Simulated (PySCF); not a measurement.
AsFH4O2Si, SMILES O[Si](O)(F)[AsH2]. Coordinates come from a PBE-D3(BJ)/def2-SVP optimisation. The structure was generated by enumeration, and PubChem lists no compound with its InChIKey, so it may never have been made. Other conformers were not sampled.

The numbers are results of PBE-D3(BJ)/def2-SVP (PySCF 2.14.0), not measurements.

Harmonic wavenumbers (cm⁻¹): 88, 130, 136, 197, 216, 233, 302, 333, 427, 570, 619, 756, 784, 841, 906, 940, 962, 2133, 2150, 3733, 3766. Rotational constants (GHz): 3.753, 1.361, 1.342; symmetry number 1.

### Question
Work out the zero-point energy and the ideal-gas rigid-rotor harmonic-oscillator thermochemistry at 298.15 K and 1 atm.

### Answer
ZPE = ½ Σ hcν = ½ × 20222 cm⁻¹ = 120.95 kJ/mol. H − E(el) = 145.34 kJ/mol. Entropy in J/(mol K): translation 171.89, rotation 118.16, vibration 87.73, total 377.77. G − E(el) = 32.71 kJ/mol. Cp = 122.76 J/(mol K). Modes under 150 cm⁻¹ make the vibrational entropy uncertain.
